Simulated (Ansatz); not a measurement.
Input file for Ansatz (a first-principles code): R-B3LYP/cc-pVTZ on H4 chain, a point of a bond scan (R = 0.900 Å).

Ansatz 0.2 input:
```yaml
crystal:
  periodic: [false, false, false]
  atoms:
    - {symbol: H, position_ang: [0.00000000, 0.00000000, 0.00000000]}
    - {symbol: H, position_ang: [0.00000000, 0.00000000, 0.90000000]}
    - {symbol: H, position_ang: [0.00000000, 0.00000000, 1.80000000]}
    - {symbol: H, position_ang: [0.00000000, 0.00000000, 2.70000000]}
basis:
  gaussian:
    orbitals: cc-pVTZ
    pivot_positions_ang: [[0.00000000, 0.00000000, 0.00000000], [0.00000000, 0.00000000, 0.90000000], [0.00000000, 0.00000000, 1.80000000], [0.00000000, 0.00000000, 2.70000000]]
hamiltonian:
  xc: {name: B3LYP}
scf: {lower_state_search: off}
output: {orbitals: {seedname: ./end}}
```

The head of its log:

```
Functional definition: B3LYP
[...]
these checks for a lower state are left out or cut short: stability, starts, cluster_reference, orbital_swaps, neighbouring_geometries, increment
integrals: 0.00 GiB planned
240 factors; their error is unknown
mean field: 0.08 GiB planned
mean field evaluation 1: about -62.2860 eV, gradient 8.6e0 eV
mean field evaluation 2: about -62.5165 eV, gradient 4.1e0 eV
```

**Question.** Predict the final total energy.

**Answer.** -2.2997 hartree.
